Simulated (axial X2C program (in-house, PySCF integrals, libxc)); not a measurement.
**How the levels of LuI (d1 s1 p(π)0 orbitals) move with the bond length**

Computed with an in-house all-electron X2C program for linear molecules (integrals from PySCF): two-component X2C with atomic mean-field Coulomb and Gaunt terms, basis Lu dyall-v3z, I dyall-v3z (cores contracted in-house). Orbitals come from Hartree–Fock averaged over the configuration Lu d1 s1 p(π)0; CI then distributes these electrons over the d, s, p(π) shells of Lu.

At R = 2.892 Å:

```tsv
Ω	energy (cm⁻¹)	g∥	μ (D)	configuration
0	0	0.00	-3.68	92% s2
0	9902	0.00	-2.77	100% d1 s1
1	10270	1.24	-3.95	100% d1 s1
0	10771	0.00	-3.08	99% d1 s1
2	10872	4.34	-4.64	100% d1 s1
1	10970	1.68	-3.76	100% d1 s1
3	11725	8.00	-5.02	100% d1 s1
2	12209	5.63	-3.54	100% d1 s1
1	12565	3.06	-2.84	100% d1 s1
0	12647	0.00	-2.72	100% d1 s1
2	15821	4.03	-3.37	84% d1 s1 + 16% d2
1	19315	2.00	-4.78	78% d1 s1 + 21% d2
0	20453	0.00	-4.67	74% d1 s1 + 25% d2
```

g∥ is the magnitude of 2⟨Lz + ge Sz⟩ for the +Ω component. μ is positive if the I end is positive. The lowest 14 levels at most are listed.

At R = 3.253 Å:

| Ω | energy (cm⁻¹) | g∥ | μ (D) | configuration |
| --- | --- | --- | --- | --- |
| 0 | 0 | 0.00 | -5.95 | 89% s2 |
| 0 | 10758 | 0.00 | -4.99 | 97% d1 s1 |
| 1 | 10957 | 0.85 | -6.44 | 99% d1 s1 |
| 0 | 11463 | 0.00 | -5.06 | 95% d1 s1 |
| 2 | 11498 | 4.33 | -6.81 | 99% d1 s1 |
| 1 | 11694 | 1.97 | -5.73 | 98% d1 s1 |
| 3 | 12418 | 8.00 | -7.18 | 100% d1 s1 |
| 2 | 12895 | 5.63 | -5.60 | 98% d1 s1 |
| 1 | 13326 | 3.17 | -5.04 | 98% d1 s1 |
| 0 | 13435 | 0.00 | -4.96 | 98% d1 s1 |
| 2 | 15836 | 4.04 | -5.71 | 85% d1 s1 + 12% d2 |
| 1 | 18567 | 2.01 | -7.38 | 79% d1 s1 + 15% d2 |
| 0 | 20808 | 0.00 | -6.88 | 71% d1 s1 + 21% d2 |
| 0 | 23150 | 0.00 | -9.32 | 89% s1 p(π)1 |

The lowest level lies 1683 cm⁻¹ above the lowest at the first distance.

**Question.** How does the gap from the lowest to the fifth level change between the two distances?

**Answer.** From 10872 to 11498 cm⁻¹, a factor of 1.06.

Dynamic correlation is missing, so gaps between terms are too wide and other configurations may lie lower; the lowest level listed is that of this model, not necessarily the ground state. The lowest levels belong to s2, not to the averaged configuration, so orbitals and distance suit them less well. For d shells the ligand-field splittings (σ, π, δ) and their order can be off by a thousand cm⁻¹ or more. At most 6 roots were kept for each Ω > 0 (twice that for Ω = 0) within 3.2 eV of the lowest, so higher up levels can be missing between those listed; levels with Ω > 0 are doubly degenerate and listed once, Ω = 0 levels singly. Some active spinors are only partly of the character that their shell is named for, so the shell names and counts are nominal. States that fill the shells left empty in the average are placed too high.
